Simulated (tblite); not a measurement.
Species: C6H8S2.
InChI=1S/C6H8S2/c1-5-2-6(8-5)3-7-4-6/h1-4H2

Method: GFN2-xTB as coded in tblite; computed harmonic values from a numerical Hessian at the method's own geometry, unscaled. The method is semi-empirical: single wavenumbers can be off by several per cent or more.

Harmonic wavenumbers (cm⁻¹): 41.1, 58.5, 225.3, 272.6, 330.0, 360.8, 381.7, 394.8, 542.6, 656.7, 678.5, 690.9, 731.6, 807.1, 830.6, 851.4, 860.8, 909.1, 928.2, 956.7, 1022.7, 1044.5, 1058.3, 1135.1, 1172.5, 1172.6, 1191.8, 1219.7, 1270.8, 1383.9, 1438.1, 1440.9, 1451.1, 1724.4, 2965.1, 2979.0, 2991.7, 2992.3, 3002.5, 3004.3, 3105.8, 3144.5.

A = 3873, B = 892.7, C = 833.0 MHz; mass 144.007 u (most abundant isotopes); point group Cs, symmetry number 1.

Q: Zero-point energy?

A: Half the sum of the wavenumbers: 26710 cm⁻¹ = 319.53 kJ/mol.

Q: What is S at 298.15 K and 1 bar for an ideal gas of classical rigid rotors and harmonic oscillators?

A: Translation 170.84, rotation 121.76, vibration 88.27: S = 380.9 J/(mol K).

Q: And Cp and H(298.15 K) − H(0)?

A: Cp = 136.30 J/(mol K), of which vibrations give 103.04 (their classical limit is 42 R = 349.2); H(298.15 K) − H(0) = 23.92 kJ/mol without the zero-point energy, 14.00 from vibrations.

Q: What must be added to the electronic energy to get the Gibbs energy at 298.15 K and 1 bar?

A: ZPE + [H(298.15 K) − H(0)] − T·S = 319.53 + 23.92 − 113.56 = 229.89 kJ/mol.

Q: Blend soft modes into free rotors: weight 1/[1 + (100 cm⁻¹/ν̃)⁴] for the oscillator and the rest for a rotor with moment μB/(μ + B), μ = h/(8π²ν), B = 10⁻⁴⁴ kg m². What vibrational entropy results?

A: 78.20 J/(mol K) in place of 88.27, which changes −T·S at 298.15 K by +3.00 kJ/mol.

Q: Which modes carry the vibrational entropy at 298.15 K?

A: 41.1 cm⁻¹: 21.78; 58.5 cm⁻¹: 18.86; 225.3 cm⁻¹: 8.02; 272.6 cm⁻¹: 6.61; 330.0 cm⁻¹: 5.27; 360.8 cm⁻¹: 4.68 J/(mol K); the other 36 give 23.05 together.

Q: How do the functions run with temperature in this model?

A: 
```csv
T (K),S (J/(mol K)),Cp (J/(mol K)),H − H(0) (kJ/mol),G − H(0) (kJ/mol),ln q(vib)
150,310.2,77.5,8.19,-38.35,2.30
250,358.7,116.4,17.83,-71.83,4.07
400,426.5,175.3,39.84,-130.77,6.95
600,509.1,231.7,80.97,-224.51,11.02
900,613.6,282.1,158.74,-393.46,16.97
```

q(vib) and H(0) count from the zero-point level.

Hindered rotation and anharmonicity are outside this model.
